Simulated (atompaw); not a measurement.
**LDA (PW92) PAW (atompaw) dataset for B, non-relativistic all-electron reference.**

boron, PAW, made with atompaw 4.2.0.5 (LDA (PW92), non-relativistic). Core [He], reference 2s2 2p1. Waves: 2s (bound); 2s channel at 0.3 Ry; 2p (bound); 2p channel at 1.6 Ry; 3d channel at -0.05 Ry. Local part: troulliermartins scheme with l = 3 at 0 Ry, radius 3.24 bohr. Core correction: smooth core density matched at 2.30 bohr. Augmentation charge: besselshape compensation charge, radius 3.38 bohr; PAW radius 3.82 bohr; waves and projectors: bloechl.

All-electron outer shells of the reference configuration (LDA (PW92), non-relativistic, ld1.x):

```
shell  level (eV)  outermost node (bohr)  outermost maximum (bohr)
   2s       -9.38                   0.46                      1.52
   2p       -3.72                      –                      1.55
```

Task: Does the generator finish with these settings?

Result: Yes, a potential is produced.

Task: Estimate the cutoffs (Ry, on a coarse ladder) from which the occupation-weighted sum of valence levels, in a spherical-Bessel basis at the reference potential, stays within 10 and 1 mRy of its value at 400 Ry.

Result: 6 Ry and 8 Ry.

Task: What does a ghost test show?

Result: No extra level below or beside the all-electron valence levels (s, p, d, f tested).

Task: Is the overlap operator S = 1 + Σ q|β⟩⟨β| positive definite (Bessel basis up to 400 Ry)?

Result: Yes: its lowest eigenvalue is 0.79 (s channel).
